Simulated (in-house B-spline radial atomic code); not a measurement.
The numbers below are computed, except where a source is named.
Two electrons in Ge: a parabolic dot with ħω = 1.66 meV in all three directions with an ionised donor at its centre

For Ge the NSM archive of the Ioffe Institute lists m_l = 1.6 m0, m_t = 0.08 m0 and ε = 16.2; the model takes one isotropic valley with the conductivity mass 3/(1/m_l + 2/m_t) = 0.117 m0, and so misses anisotropy and the other valleys. All triplets below are those of one valley; with several valleys two electrons can form a triplet in the 1s orbital itself, at an energy set by the valley splitting. Real donors also feel a central-cell potential, which shifts the ground state.

Effective-mass model with parabolic bands, a uniform dielectric constant, no image charges, no central-cell or spin-orbit terms. Two-electron levels come from full CI in B-splines with partial waves to l = 5 (up to 0.001 effective hartree above the limit).

Problem. What are the effective units, and what is the potential in them?

Solution. Ha* = 27211.386 meV × 0.117/16.2² = 12.13 meV and a* = 0.0529177 nm × 16.2/0.117 = 7.327 nm. The frequency is ω = 0.137 Ha*, with −1/r added.

In these units the lowest s and p orbitals lie at -0.473984 and 0.019194, and their Coulomb and exchange integrals are J_ss = 0.660494, J_sp = 0.358818 and K_sp = 0.04068. Full CI gives -0.411806 for the ground singlet, -0.166103 for the sp triplet, -0.129015 for the sp singlet and -0.135876 for the lowest triplet of two s orbitals.

Problem. What does it cost to add the second electron, to first order and exactly?

Solution. To first order E = 2ε_s + J_ss = -0.287473, so the charging energy E(2) − 2E(1) is J_ss = 8.013 meV. CI gives -0.411806 − 2 × (-0.473984) = 0.536161, or 6.504 meV: relaxation and correlation lower it by 1.508 meV, 18.8 % of J_ss. The s² configuration of one-electron orbitals holds 83.5 % of the state, and the mean radius is 13.9 nm.

Problem. How far above the singlet do the triplets lie?

Solution. To first order the sp triplet lies at ε_s + ε_p + J_sp − K_sp = -0.136653, which is 1.83 meV above 2ε_s + J_ss. CI gives -0.166103 − (-0.411806) = 0.245703, or 2.981 meV, 50 % of the orbital spacing of 5.983 meV. The ss triplet lies 3.347 meV up, so the lower of the two is the sp one, and its gap equals k_BT at 34.6 K. The sp singlet-triplet splitting is 0.4499 meV, against 2K_sp = 0.987 meV.
